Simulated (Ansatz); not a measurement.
**One arrangement of a pair**

The pair of K⁺ (SMILES [K+], atom 1) and SiH3F (SMILES [SiH3]F, atoms 2–6), both closed shells, in one local arrangement (a lower one may exist), relaxed at PBE0-D4/def2-TZVP:

| atom | x (Å) | y (Å) | z (Å) |
| --- | --- | --- | --- |
| K1 | -0.0860 | 0.8714 | -3.3213 |
| Si2 | 0.0195 | -0.1980 | 0.7545 |
| F3 | -0.0220 | 0.2222 | -0.8419 |
| H4 | -1.2477 | 0.2965 | 1.3262 |
| H5 | 1.2081 | 0.4773 | 1.3099 |
| H6 | 0.1280 | -1.6694 | 0.7727 |

Ansatz 0.2.0; basis: def2-TZVPPD, with def2-QZVPPD for the basis limit; cores frozen in the correlated methods. The outer core shell of Li, Na, Mg and K is correlated. The def2 sets are not built for correlating such inner shells, so the correlated values are less sure here. B3LYP uses VWN-RPA correlation. Extrapolation: Hartree–Fock as exp(−7.88 √X), correlation as X^−2.97. Interaction energies count from these two fragments, frozen as in the pair, with the counterpoise correction; negative means bound.

Problem. What is the interaction energy by CCSD(T) at an estimated basis limit (MP2 extrapolated from triple and quadruple zeta, plus CCSD(T) − MP2 in triple zeta)? (An estimate is asked for; the value comes from the calculation.)

Solution. Computed: -63.3 kJ/mol. Hartree–Fock alone gives -62.1 kJ/mol at the basis limit. It counts from the two fragments frozen as in the pair.

The same quantity by other methods in triple zeta, and each one's difference from that estimate:
```
   method  E_int (kJ/mol)  difference
   PBE-D4           -60.5         2.8
revPBE-D4           -56.1         7.2
  BLYP-D4           -61.3         2.0
r2SCAN-D4           -60.6         2.7
   B97M-V           -59.4         3.9
  PBE0-D4           -63.0         0.3
 B3LYP-D4           -64.5        -1.2
 HSE06-D4           -62.9         0.4
  wB97X-V           -62.3         1.0
  wB97M-V           -61.9         1.4
   B2PLYP           -61.3         2.0
       HF           -61.7         1.6
      MP2           -60.2         3.1
     CCSD           -61.0         2.3
  CCSD(T)           -60.4         2.9
```
Differences are method less estimate.

Problem. Which atoms make the shortest contact between the fragments?

Solution. K1 and F3, 2.56 Å apart.

Energy to bend the free fragments (PBE0-D4 minima) into their shapes in the pair, CCSD(T)/def2-TZVPPD: SiH3F 5.0 kJ/mol. This must be added to the interaction energy to get the binding energy from relaxed fragments.

Basis-set superposition shift (counterpoise-corrected less uncorrected): CCSD(T) 4.3; MP2 3.9; HF 0.4; PBE0-D4 0.8; wB97M-V 0.7 kJ/mol.

No T1 diagnostic of these runs exceeds 0.012.

For scale, one of the runs: CCSD(T)/def2-TZVPPD, 175 basis functions, launched by `ansatz run in.yaml --threads 2 --pin off --events-out ev --progress --plain --max-ram 5222MiB`. The run took 67 s on 2 CPU threads of an AMD EPYC 7571 (shared host), with 1.6 GiB of host memory at its peak.
